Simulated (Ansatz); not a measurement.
Mulliken charges of ClFH$_{2}$NSn (`[NH2][Sn]([F])[Cl]`) radical from PBE/def2-TZVPP in Ansatz (PBE0-D4/def2-TZVP geometry).

| atom | x (Å) | y (Å) | z (Å) | charge (e) |
| --- | --- | --- | --- | --- |
| N1 | 0.071 | 0.907 | -0.590 | -0.427 |
| Sn2 | -0.475 | -0.849 | 0.302 | 0.885 |
| F3 | 0.917 | -2.021 | -0.331 | -0.434 |
| Cl4 | -0.083 | -0.576 | 2.595 | -0.339 |
| H5 | -0.582 | 1.668 | -0.428 | 0.155 |
| H6 | 0.194 | 0.807 | -1.593 | 0.161 |

Problem. By hand: the dipole of these point charges (1 e Å = 4.8032 D).

Solution. Σ q r = (-0.880, 0.322, -0.540) e Å, of length 1.082 e Å = 5.20 D.

Problem. How does the dipole of the full density compare? (Estimate.)

Solution. The calculation gave: (-0.565, 0.429, -0.473) e Å, 4.10 D; the point charges give 1.27 times that, at 15° from its direction.

Point charges leave out the atoms' own dipoles, such as those of lone pairs, and Mulliken's split depends on the basis, so the two needn't agree.
